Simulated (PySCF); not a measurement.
**How exact exchange moves a shielding**

Molecule: `ClB(Cl)[C@@H]1CS1`, C$_{2}$H$_{3}$BCl$_{2}$S.

Structure with atom numbers: `[Cl:1][B:2]([Cl:3])[C@@H:4]1[CH2:5][S:6]1`. Hydrogens are named by the atom that carries them. Ha(C5) is cis to B2 on the ring; Hb(C5) is trans to B2 on the ring.

GIAO shieldings (ppm, equivalent atoms averaged) in PySCF 2.14.0 with density-fitted response routines on the PBE0-D3(BJ)/def2-SVP geometry, basis pcSseg-2, gas phase, non-relativistic:

```tsv
functional	exact exchange (%)	σ(Cl1/Cl3)	σ(B2)	σ(C5)	σ(C4)
BLYP	0	694.0	34.7	142.1	142.8
BP86	0	699.6	39.4	146.3	146.8
PBE	0	697.9	38.5	146.8	147.3
PBE0	25	733.0	43.4	153.3	153.9
mPW1PW91	25	733.1	43.4	152.5	153.1
BHandHLYP	50	760.0	45.4	155.2	156.3
HF	100	817.9	59.1	166.4	168.8
```

Question: Fit each shielding as a line in the percentage of exact exchange.

Answer: σ(Cl1/Cl3) = 699.1 + 1.21 x (rms 2.9 ppm); σ(B2) = 37.5 + 0.21 x (rms 1.7 ppm); σ(C5) = 145.8 + 0.21 x (rms 1.8 ppm); σ(C4) = 146.2 + 0.23 x (rms 1.7 ppm). The functionals also differ in their semilocal parts, which the line can't hold; Hartree–Fock has no correlation at all.

Question: What does the line predict for B3LYP (20 %), and what does the run give?

Answer: σ(Cl1/Cl3): 723.3 predicted, 721.8 computed; σ(B2): 41.7 predicted, 38.8 computed; σ(C5): 150.0 predicted, 147.7 computed; σ(C4): 150.8 predicted, 148.4 computed ppm.
